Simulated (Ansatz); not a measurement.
A run of Ansatz (development build ahead of 0.2.0) on doublet AlCl3(+) at this shape:

```xyz
4

Al    0.0006   -0.0053   -0.0006
Cl   -1.1197    0.9979   -1.4377
Cl    1.9796    0.5388    0.3409
Cl   -0.8559   -1.5543    1.0924
```

Its results:

| Item | Value |
| --- | --- |
| Converged | yes |
| Total energy | -1621.74647 hartree |
| Spin squared of the determinant | 0.755 |
| Stability test | minimum |

Forces (eV/Å):
```
atom      Fx      Fy      Fz
 Al1   0.005  -0.003   0.002
 Cl2  -0.048   0.044  -0.061
 Cl3   0.078   0.022   0.014
 Cl4  -0.035  -0.063   0.045
```

Q: Which input gives this output? Name the method, the orbitals and the basis set, and write the input.

A: PBE0 (unrestricted) in def2-SVP.

```yaml
crystal:
  periodic: [false, false, false]
  atoms:
    - { symbol: Al, position_ang: [0.00059, -0.00529, -0.00056] }
    - { symbol: Cl, position_ang: [-1.11967, 0.99789, -1.43766] }
    - { symbol: Cl, position_ang: [1.97959, 0.53878, 0.34086] }
    - { symbol: Cl, position_ang: [-0.85592, -1.55433, 1.09239] }
basis:
  gaussian: { orbitals: def2-SVP }
total_charge: 1
magnetization:
  spin_polarized: true
  initial_magnetization: 1
hamiltonian:
  xc: pbe0
output:
  forces: true
```
